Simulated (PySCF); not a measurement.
Bonding in `C=C/C=N/N=C\CC`

Species: C6H10N2.
SMILES with atom numbers: `[CH2:1]=[CH:2]/[CH:3]=[N:4]/[N:5]=[CH:6]\[CH2:7][CH3:8]` (hydrogens: H9, H10 on C1; H11 on C2; H12 on C3; H13 on C6; H14, H15 on C7; H16, H17, H18 on C8)

Cartesian coordinates in Å at the GFN2-xTB level; atoms count from 1:
```
atom  x, y, z in Å
C1    -3.848   -0.837   -0.231
C2    -2.859   -0.461    0.576
C3    -1.708    0.277    0.129
N4    -0.779    0.567    0.953
N5     0.223    1.345    0.809
C6     1.444    1.120    0.586
C7     2.056   -0.198    0.212
C8     2.959   -0.063   -1.011
H9    -4.696   -1.393    0.126
H10   -3.837   -0.598   -1.282
H11   -2.875   -0.705    1.629
H12   -1.660    0.560   -0.926
H13    2.107    1.970    0.676
H14    1.263   -0.925    0.022
H15    2.649   -0.559    1.059
H16    2.384    0.260   -1.876
H17    3.425   -1.018   -1.243
H18    3.743    0.667   -0.825
```

Bond orders from the PBE0/pcSseg-1 density (PySCF). Isolated species at its GFN2-xTB geometry (one conformer only).

(1) How far do the computed orders between heavy atoms stray from the drawn ones?

(2) Set the Mayer orders of the bonds between heavy atoms beside their lengths.

Answers

(1) The largest departure is 0.349, at C3–N4 (drawn double, 1.651). Drawn single, order above 1.12: N4–N5 (1.171). Drawn double or triple, more than 0.30 short of the drawn order: C3–N4 (1.651).

(2) 
```csv
bond,drawn as,length (Å),Mayer order
C1–C2,double,1.331,1.868
C2–C3,single,1.438,1.098
C3–N4,double,1.275,1.651
N4–N5,single,1.277,1.171
N5–C6,double,1.262,1.824
C6–C7,single,1.501,0.998
C7–C8,single,1.526,1.044
```

By pair of heavy elements: C–C: lowest C6–C7 (0.998, 1.501 Å), highest C1–C2 (1.868, 1.331 Å); in 1 of the 6 pairs the longer bond (by over 0.003 Å) has the higher order (by 0.02 or more). C–N: lowest C3–N4 (1.651, 1.275 Å), highest N5–C6 (1.824, 1.262 Å).

Q: And the bonds to hydrogen?

A: C–H: 0.93 to 0.97 (10 bonds).

Q: Sum the orders of all bonds at each heavy atom with more than one neighbour and set the sums beside the valence in the SMILES.

A: C1 3.773 (drawn 4), C2 3.928 (drawn 4), C3 3.701 (drawn 4), N4 2.822 (drawn 3), N5 2.995 (drawn 3), C6 3.773 (drawn 4), C7 3.922 (drawn 4), C8 3.944 (drawn 4). Orders between atoms that aren't bonded are not in these sums.

The Mayer order sums products of elements of PS (density times overlap matrix) between the two atoms' basis functions, so it depends on the basis set.
